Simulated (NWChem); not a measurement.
Everything below was run with NWChem. System: BI3, charge 0, spin multiplicity 1, displaced from the optimised geometry. The structure started from a generated list of species. Level: BLYP/def2-SVP with def2 effective core potentials on I.

Job file:

```
start mol
memory heap 200 mb stack 900 mb global 1100 mb
geometry units angstroms nocenter noautoz
  B      0.000000     0.000000     0.000093
  I      0.000000     0.000000     2.177559
  I      1.885705     0.000000    -1.088784
  I     -1.885705     0.000000    -1.088784
  symmetry group C2v
end
basis spherical
  * library def2-svp
end
ecp
  I library def2-ecp
end
dft
  xc becke88 lyp
  semidirect memsize 60000000 filesize 0
  iterations 100
  grid fine
end
task dft gradient
```

Output (cleaned and shortened):

```
             Northwest Computational Chemistry Package (NWChem) 7.3.0
             --------------------------------------------------------

                                NWChem Input Module
                                -------------------

 Scaling coordinates for geometry "geometry" by  1.889725989
 (inverse scale =  0.529177249)

 Turning off AUTOSYM since
 SYMMETRY directive was detected!

                             Geometry "geometry" -> ""
                             -------------------------

 Output coordinates in angstroms (scale by  1.889725989 to convert to a.u.)

  No.       Tag          Charge          X              Y              Z
 ---- ---------------- ---------- -------------- -------------- --------------
    1 B                    5.0000     0.00000000     0.00000000     0.00009300
    2 I                   53.0000     0.00000000     0.00000000     2.17755900
    3 I                   53.0000     1.88570500     0.00000000    -1.08878400
    4 I                   53.0000    -1.88570500     0.00000000    -1.08878400

 Effective nuclear repulsion energy (a.u.)    1375.5809272658

            Nuclear Dipole moment (a.u.)
            ----------------------------
        X                 Y               Z
 ---------------- ---------------- ----------------
     0.0000000000     0.0000000000    -0.0000226767

      Symmetry information
      --------------------

 Group name             C2v
 Group number             16
 Group order               4
 No. of unique centers     3

      Symmetry unique atoms

     1    2    3


 Summary of "ao basis" -> "" (spherical)
 ------------------------------------------------------------------------------
       Tag                 Description            Shells   Functions and Types
 ---------------- ------------------------------  ------  ---------------------
 *                          def2-svp                  on all atoms

                                 NWChem DFT Module
                                 -----------------

 Summary of "ao basis" -> "ao basis" (spherical)
 ------------------------------------------------------------------------------
[...]
     2   1 0 1      0.000000      0.000000      0.000000      0.000000
     2   0 2 0    -63.825511    -31.912756    -31.912756      0.000000
     2   0 1 1      0.000000      0.000000      0.000000      0.000000
     2   0 0 2    -61.744741   -348.369645   -348.369645    634.994550

            General Information
            -------------------
          SCF calculation type: DFT
          Wavefunction type:  closed shell.
          No. of atoms     :     4
          No. of electrons :    80
           Alpha electrons :    40
            Beta electrons :    40
          Charge           :     0
          Spin multiplicity:     1
          Use of symmetry is: on ; symmetry adaption is: on
          Maximum number of iterations: 100
          AO basis - number of functions:    92
                     number of shells:    36
          Convergence on energy requested:  1.00D-06
          Convergence on density requested:  1.00D-05
          Convergence on gradient requested:  5.00D-04

              XC Information
              --------------
                    Becke 1988 Exchange Functional  1.000
              Lee-Yang-Parr Correlation Functional  1.000

             Grid Information
             ----------------
          Grid used for XC integration:  fine
          Radial quadrature: Mura-Knowles
          Angular quadrature: Lebedev.
          Tag              B.-S. Rad. Rad. Pts. Rad. Cut. Ang. Pts.
          ---              ---------- --------- --------- ---------
          B                   0.85       70           8.0       590
          I                   1.40      141          11.0       974
          Grid pruning is: on
          Number of quadrature shells:   352
          Spatial weights used:  Erf1

          Convergence Information
          -----------------------
          Convergence aids based upon iterative change in
          total energy or number of iterations.
          Levelshifting, if invoked, occurs when the
          HOMO/LUMO gap drops below (HL_TOL):  1.00D-02
          DIIS, if invoked, will attempt to extrapolate
          using up to (NFOCK): 10 stored Fock matrices.

                    Damping( 0%)  Levelshifting(0.5)       DIIS
                  --------------- ------------------- ---------------
          dE  on:    start            ASAP                start
          dE off:    2 iters        100 iters           100 iters

      Screening Tolerance Information
      -------------------------------
          Density screening/tol_rho:  1.00D-10
          AO Gaussian exp screening on grid/accAOfunc:  14
          CD Gaussian exp screening on grid/accCDfunc:  20
          XC Gaussian exp screening on grid/accXCfunc:  20
          Schwarz screening/accCoul:  1.00D-08

                            NWChem DFT Gradient Module
                            --------------------------

  charge          =   0.00
  wavefunction    = closed shell

  Using symmetry

                         DFT ENERGY GRADIENTS

    atom               coordinates                        gradient
                 x          y          z           x          y          z
   1 B       0.000000   0.000000   0.000176    0.000000   0.000000   0.000011
   2 I       0.000000   0.000000   4.114990    0.000000   0.000000   0.006082
   3 I       3.563466   0.000000  -2.057503    0.005264   0.000000  -0.003046
   4 I      -3.563466   0.000000  -2.057503   -0.005264   0.000000  -0.003046

                 ----------------------------------------
                 |  Time  |  1-e(secs)   |  2-e(secs)   |
                 ----------------------------------------
                 |  CPU   |       0.06   |       1.40   |
                 ----------------------------------------
                 |  WALL  |       0.06   |       1.40   |
                 ----------------------------------------

 Task  times  cpu:        4.3s     wall:        4.3s

 Total times  cpu:        4.3s     wall:        4.3s
```
